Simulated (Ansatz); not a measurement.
Basis-set series for C₂H₁₂InNSi, SMILES `[CH3][InH-]([CH3])[NH2+][SiH3]`. The species carries charge 0 and has multiplicity 1. In takes the def2 core potential. The structure was optimised at the PBE0-D4/def2-TZVP level. It is one conformer, not always the lowest.

```csv
functional,basis,functions,energy (Eh),HOMO (eV),LUMO (eV)
PBE0-D4,def2-SVP,146,-617.32855,-6.59,-0.11
PBE0-D4,def2-TZVPP,353,-617.59966,-6.66,-0.56
ωB97M-V,def2-SVP,146,-617.43639,-8.78,1.55
ωB97M-V,def2-TZVPP,353,-617.71925,-8.87,0.85
```

(1) Give the rows for def2-QZVPP. (Best estimate.)

Results:

(1) Ansatz gave: 
```json
{"functional": "PBE0-D4", "basis": "def2-QZVPP", "functions": "683", "energy (Eh)": "-617.61997", "HOMO (eV)": "-6.68", "LUMO (eV)": "-0.69"}
{"functional": "ωB97M-V", "basis": "def2-QZVPP", "functions": "683", "energy (Eh)": "-617.73859", "HOMO (eV)": "-8.88", "LUMO (eV)": "0.54"}
```

Positive LUMOs are unbound and depend on the basis.
